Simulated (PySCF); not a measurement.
CH3NO3Si, SMILES O=C=N[SiH](O)O.

Geometry: B3LYP-D3(BJ)/def2-SVP. This is a generated structure with no PubChem entry under its InChIKey; it may be hypothetical. One conformer was computed; it need not be the lowest.

Two levels are set side by side: TDDFT-PBE/def2-SVPD (PySCF) and TDDFT-PBE0/def2-SVPD (PySCF). Vertical, same geometry. The lowest singlet is HOMO→LUMO 84 % with PBE and HOMO→LUMO+1 45 %, HOMO−1→LUMO+1 14 %, HOMO−1→LUMO 13 % with the other functional; states are paired by order. Differences are taken from unrounded values.

| quantity | TDDFT-PBE0 |
|---|---|
| lowest singlet excitation (eV) | 7.25 |
| lowest triplet excitation (TDA) (eV) | 6.56 |
| first bright state (f over 0.05) (eV) | 8.45 |
| its oscillator strength | 0.08 |

Question: What does TDDFT-PBE give, and how far is it from TDDFT-PBE0? (An estimate is asked for; the answer gives what the named calculation found.)

Answer: 
```tsv
quantity	TDDFT-PBE	TDDFT-PBE minus TDDFT-PBE0
lowest singlet excitation (eV)	6.62	-0.63
lowest triplet excitation (TDA) (eV)	6.29	-0.26
first bright state (f over 0.05) (eV)	7.07	-1.38
its oscillator strength	0.06	-0.02
```

Functionals without exact exchange tend to place singlet excitations lower, as here. Differences between two approximate levels are no errors against the true value.

Rough cost on one machine, each run with all the roots and properties that it gave: TDDFT-PBE0 against TDDFT-PBE about 4 times.
